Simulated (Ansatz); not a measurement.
C3H5F3O can be A, `CC(F)OC(F)F`, or B, `OC(CF)C(F)F`.

Calculated with Ansatz (gas phase, PBE0-D4/def2-TZVP geometries, no zero-point term in ΔE). CCSD(T)/CBS adds triple-zeta CCSD(T) − MP2 to the extrapolated MP2 energy (def2 sets, frozen cores). DFT in def2-TZVPP. B3LYP here is the variant with VWN-RPA as its local correlation; programs differ in this. One conformer a species, not always the lowest.

Question: Which is lower in electronic energy at CCSD(T)/CBS, and by how much? (Best estimate.)

Answer: The calculation gave: A, by 40.9 kJ/mol.

Question: Give E(B) − E(A) in kJ/mol with B3LYP-D4, CCSD/def2-TZVPP, HF/def2-TZVPP, PBE-D4, MP2/def2-TZVPP, r2SCAN-D4, B2PLYP. (Best estimate.)

Answer: The calculation gave: B3LYP-D4 46.0, CCSD/def2-TZVPP 43.9, HF/def2-TZVPP 52.2, PBE-D4 47.1, MP2/def2-TZVPP 44.9, r2SCAN-D4 52.5, B2PLYP 46.9. None reverses the order clearly.

Largest T1 diagnostic: 0.012.

In def2-TZVPP, CCSD(T) changes the Hartree–Fock value by −7.4 kJ/mol (the triples alone add +0.9 kJ/mol) and MP2 by −7.3 kJ/mol.
